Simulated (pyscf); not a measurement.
# HO–Sn(Cl)(Cl)–Cl, singlet

Gas-phase minimum from PySCF at ωB97X-D3(BJ)/def2-SVP, one conformer. 

SMILES: [Cl][Sn]([Cl])([OH])[Cl]
```xyz
6

O     -0.1886    -0.3667     1.4193
Sn     0.3315     0.1579    -0.3857
Cl     2.1864     1.5312    -0.3299
Cl    -1.3686     1.3082    -1.4397
Cl     0.7963    -1.7798    -1.5273
H     -0.3028     0.3886     2.0120
```
Charge 0, spin multiplicity 1.

Bonds (Å): O1–Sn2 1.950, O1–H6 0.967, Sn2–Cl3 2.309, Sn2–Cl4 2.307, Sn2–Cl5 2.296. Bond angles (°): Sn2–O1–H6 112.9, O1–Sn2–Cl3 110.6, O1–Sn2–Cl4 111.1, O1–Sn2–Cl5 106.7, Cl3–Sn2–Cl4 107.8, Cl3–Sn2–Cl5 110.6, Cl4–Sn2–Cl5 110.0.

Properties at ωB97X-D3(BJ)/def2-SVP:

| Property | Result |
|---|---|
| Harmonic wavenumbers, unscaled | 49, 106, 117, 129, 161, 175, 389, 421, 429, 671, 865, 3881 cm⁻¹ |
| Zero-point energy | 10.6 kcal/mol |
| Rotational symmetry number | 1 |
| Entropy of this conformer at 298 K and 1 atm, rigid rotor and harmonic oscillator, modes under 100 cm⁻¹ raised to 100 | 388.9 J/(mol K) |
| Dipole moment | 1.60 D |

Single-point totals, which compare only within one level:

| level | total energy (hartree) |
|---|---|
| ωB97X-D3(BJ)/def2-TZVP | -1671.07298 |
| PBE/def2-TZVP | -1670.31797 |
| r²SCAN/def2-TZVP | -1670.91926 |
| B3LYP-D3(BJ)/def2-TZVP | -1671.08673 |
| PBE0-D3(BJ)/def2-TZVP | -1670.44089 |
| M06-2X/def2-TZVP | -1670.83287 |
| ωB97M-D3(BJ)/def2-TZVP | -1671.16453 |

The lowest mode is so soft that the shape along it may change with the basis. Soft torsions are taken as harmonic, which can shift the entropy by several J/(mol K). Elements past Kr carry the def2 core potentials, without spin-orbit coupling.
